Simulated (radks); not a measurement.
The cobalt ion Co+ inside a hard spherical wall (all orbitals vanish at R), configuration held at [Ar] 3d8 and not refilled when levels cross. Calculated with a radial shooting solver on a logarithmic mesh with Libxc functionals: non-relativistic Kohn-Sham, r2SCAN, spin-polarised, spherical densities, point nucleus; open shells are filled with parallel spins first; meta-GGA in the generalised Kohn-Sham scheme. Eigenvalues in eV for spin up, with the zero of energy where the potential of the charges vanishes at infinity; a dash marks a level that is unbound or too diffuse for the functional's potential to be trusted. A positive occupied level is held by the wall or, in an anion where self-interaction has pushed it up, behind a barrier. The pressure on the wall is -dE/dV.

| R (bohr) | E (hartree) | kinetic (hartree) | e(2p) | e(3s) | e(3p) | e(3d) | e(4s, empty) | e(4p, empty) | pressure (GPa) |
|---|---|---|---|---|---|---|---|---|---|
| free | -1382.39342 | 1381.342 | -775.56 | -107.38 | -71.340 | -13.282 | -10.602 | -5.833 | 0 |
| 15 | -1382.39342 | 1381.342 | -775.56 | -107.38 | -71.340 | -13.282 | -10.602 | -5.832 | < 0.0001 |
| 12 | -1382.39342 | 1381.342 | -775.56 | -107.38 | -71.340 | -13.282 | -10.602 | -5.830 | < 0.0001 |
| 8 | -1382.39335 | 1381.343 | -775.56 | -107.37 | -71.331 | -13.274 | -10.583 | -5.692 | 0.00395 |
| 7 | -1382.39308 | 1381.345 | -775.53 | -107.34 | -71.304 | -13.249 | -10.527 | -5.467 | 0.0269 |
| 6 | -1382.39164 | 1381.357 | -775.41 | -107.23 | -71.198 | -13.151 | -10.309 | -4.884 | 0.190 |
| 5 | -1382.38415 | 1381.408 | -774.98 | -106.84 | -70.813 | -12.792 | -9.510 | -3.326 | 1.44 |
| 2.5 | -1381.58156 | 1384.871 | -759.96 | -95.244 | -59.463 | -0.545 | 23.558 | 38.138 | 652 |
